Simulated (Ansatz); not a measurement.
```yaml
atoms:
  - { symbol: N, position_ang: [0.0000, 0.0000, 0.0000] }
  - { symbol: O, position_ang: [1.2400, 0.0000, 0.0000] }
  - { symbol: O, position_ang: [-0.6200, 1.0739, 0.0000] }
  - { symbol: O, position_ang: [-0.6200, -1.0739, 0.0000] }
```

Basis set: pcseg-2 (spherical functions). Charge 0, multiplicity 2.

Computed with Ansatz (development build ahead of 0.2.0); each method stands on the lowest determinant of its kind that the runs found. Restricted functionals stand beside restricted open-shell atoms, which can lie above the unrestricted atoms usual in DFT and then raise those values.

The atomization energy at this shape (free ground-state atoms in the same class of orbitals less the molecule, no zero-point energy) of doublet NO3:

```
                      method  atomization energy
          PBE (unrestricted)     340.80 kcal/mol
PBE0 (restricted open-shell)     289.85 kcal/mol
                         UHF      55.61 kcal/mol
                        ROHF      53.78 kcal/mol
```

Task: What does PBE (restricted open-shell) give?

Result: 345.30 kcal/mol. Caution for UHF: the unrestricted determinant is spin contaminated. Caution for ROHF: an unrestricted determinant lies well below.

The shape needn't be a minimum at these levels.
